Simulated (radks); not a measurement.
Results of a calculation; reference values are marked as such.
Spin polarisation of the 4d3 shell in the molybdenum ion Mo3+. Start: [Kr] 4d(up 1.5, down 1.5); electrons of 4d are moved from spin down to spin up, other shells keep equal spins. Level of theory: scalar-relativistic Kohn-Sham, r2SCAN, spin-polarised, spherical densities, finite nucleus; meta-GGA in the generalised Kohn-Sham scheme; Fermi nuclear charge, rms radius of each element as measured or else 0.836 A^(1/3) + 0.57 fm (a radial shooting solver on a logarithmic mesh with Libxc functionals).

moment (Bohr magnetons) = 0: E - E(0) (eV) 0.000; e(4d up) (eV) -32.644; e(4d down) (eV) -32.644; 4p down minus up (eV) 0.000
moment (Bohr magnetons) = 0.75: E - E(0) (eV) -0.158; e(4d up) (eV) -33.042; e(4d down) (eV) -32.200; 4p down minus up (eV) 0.751
moment (Bohr magnetons) = 1.5: E - E(0) (eV) -0.633; e(4d up) (eV) -33.402; e(4d down) (eV) -31.700; 4p down minus up (eV) 1.505
moment (Bohr magnetons) = 2.25: E - E(0) (eV) -1.440; e(4d up) (eV) -33.728; e(4d down) (eV) -31.115; 4p down minus up (eV) 2.265
moment (Bohr magnetons) = 3: E - E(0) (eV) -2.617; e(4d up) (eV) -34.030; e(4d down) (eV) -30.274; 4p down minus up (eV) 3.047

At moment 3 the spin-polarisation energy is -2.617 eV and the 4d exchange splitting 3.756 eV, that is 1.252 eV per Bohr magneton; E = -I m^2/4 would give I = 1.163 eV.
